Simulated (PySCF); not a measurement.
## Excitation energy of Be by level of theory

Be [He] 2s2 (1S) → Be [He] 2p2 (3P), as a difference of total energies. Calculation: PySCF 2.14, in dyall-acv3z; scalar relativity by spin-free X2C-1e. Correlated levels: valence: 1s2 frozen; valence and next inner shell: nothing frozen; virtual orbitals above 40 to 60 times the deepest correlated orbital energy dropped. The calculations carry no spin-orbit coupling.

```
                                method  excitation energy (eV)
                                   UHF                   6.442
                                   LDA                   5.959
                                   PBE                   5.932
                                  PBE0                   6.219
                                r2SCAN                   6.049
                                  PW91                   5.944
                               LC-wPBE                   6.611
                             BHandHLYP                   6.691
                                  BLYP                   6.074
                         MP2 (valence)                   7.071
                     SCS-MP2 (valence)                   7.340
    MP2 (valence and next inner shell)                   7.074
SCS-MP2 (valence and next inner shell)                   7.357
```

Task: How much does correlation contribute at MP2 (valence and next inner shell)?

Result: 7.074 − (6.442) = 0.632 eV, measured against UHF.

Errors of the correlated levels include the incompleteness of this basis and the frozen core.

For comparison: 7.401 eV (measured; NIST levels, between the centres of gravity of the two terms).
